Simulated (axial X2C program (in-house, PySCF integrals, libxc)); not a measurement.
# Correcting the dissociation energy of GaH for spin–orbit coupling

A spin-free PBE0 curve (one-electron X2C) was computed with an in-house relativistic program for diatomic molecules, basis Ga dyall-cv3z [9s9p7d4f1g], H dyall-v3z [6s2p1d] (cores contracted in-house), for the state M_S = 0, Λ = 0 (closed shell). It gives D0 = 2.742 eV to Ga + H, which in a spin-free picture are the weighted means of the ground terms.

Measured levels of the ground terms (NIST Handbook of Basic Atomic Spectroscopic Data), in cm⁻¹: Ga 2P: J = 1/2 at 0, J = 3/2 at 826.2; H 2S: J = 1/2 at 0.

The molecular state has Λ = 0, so it has no first-order lowering.

Task: How far does each ground level lie under the (2J+1)-weighted mean of its term?

Result: Ga: (2 × 0 + 4 × 826.2)/6 = 551 cm⁻¹; H: a single level, 0.

Task: Correct D0.

Result: D0 = 2.742 + (0 − 551)/8065.5 = 2.674 eV at PBE0 with these spin–orbit terms.

Second-order spin–orbit effects in the molecule, which grow quickly with Z, are left out. One determinant describes the state; a PBE0 search over occupations chose it and may have missed a lower one. De is counted from the lowest determinant-based energies of the atoms at the same level, without counterpoise correction.
